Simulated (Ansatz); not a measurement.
Geometry optimisation, RHF/6-31G* in Ansatz 0.2.0.

Input:

```yaml
crystal:
  periodic: [false, false, false]
  atoms:
    - { symbol: Si, position_ang: [-0.0675, 0.439531, 0.164726] }
    - { symbol: "N", position_ang: [-0.074544, 0.332256, 1.951346] }
    - { symbol: H, position_ang: [-0.977425, 0.34186, 2.384707] }
    - { symbol: H, position_ang: [0.509083, 0.992145, 2.427422] }
    - { symbol: H, position_ang: [1.316963, 0.393321, -0.316701] }
    - { symbol: H, position_ang: [-0.646081, 1.729105, -0.289937] }
    - { symbol: H, position_ang: [-0.930121, -0.618528, -0.37362] }
    - { symbol: O, position_ang: [1.059559, -2.146605, 0.810063] }
    - { symbol: Si, position_ang: [0.596808, -3.721592, 0.707401] }
    - { symbol: H, position_ang: [1.268233, -4.313023, -0.459825] }
    - { symbol: H, position_ang: [0.970875, -4.465826, 1.928869] }
    - { symbol: H, position_ang: [-0.865655, -3.847691, 0.536276] }
    - { symbol: H, position_ang: [0.902605, -1.675553, 1.646071] }
basis:
  gaussian: { orbitals: "6-31G*" }
hamiltonian:
  xc: hf
relax:
  f_tol: 0.03
  max_steps: 50
```

Command:

```bash
$ ansatz run input.yaml --threads 1 --pin off --max-ram 2048MiB --backend cpu --events-out ev --progress --plain --runs-dir out
```

Question: Where does it end, and by what steps?

Answer: The run converged. The force dipped under the threshold on the way, but the program's further checks kept it going. After 17 steps the energy has fallen by 0.227 eV; H10 moved furthest, 1.08 Å.

| step | energy less start (eV) | largest force component (eV/Å) | accepted |
| --- | --- | --- | --- |
| 0 | 0.0000 | 1.120 | yes |
| 1 | -0.0866 | 0.938 | yes |
| 2 | -0.1352 | 0.512 | yes |
| 3 | -0.1612 | 0.277 | yes |
| 4 | -0.1803 | 0.739 | yes |
| 5 | -0.2001 | 0.402 | yes |
| 6 | -0.1809 | 1.296 | no |
| 7 | -0.2093 | 0.094 | yes |
| 8 | -0.2154 | 0.078 | yes |
| 9 | -0.2176 | 0.167 | yes |
| 10 | -0.2201 | 0.077 | yes |
| 11 | -0.2225 | 0.024 | yes |
| 12 | -0.2232 | 0.167 | yes |
| 13 | -0.2250 | 0.041 | yes |
| 14 | -0.2256 | 0.008 | yes |
| 15 | -0.2263 | 0.046 | yes |
| 16 | -0.2266 | 0.041 | yes |
| 17 | -0.2269 | 0.024 | yes |

```xyz
13
Properties=species:S:1:pos:R:3
Si -0.232 1.004 0.144
N 0.002 0.016 1.571
H -0.826 -0.244 2.072
H 0.686 0.337 2.229
H 1.086 1.204 -0.478
H -0.822 2.331 0.427
H -1.138 0.276 -0.758
O 1.330 -2.507 0.652
Si 0.672 -3.964 0.995
H 1.495 -4.997 0.344
H 0.635 -4.228 2.453
H -0.721 -4.076 0.502
H 0.897 -1.713 0.963
```

Whether the end is a true minimum wasn't checked by a vibrational analysis.

The run took 37 s on 1 thread of Arm Neoverse V1, on a shared host, peak memory 0.16 GiB.
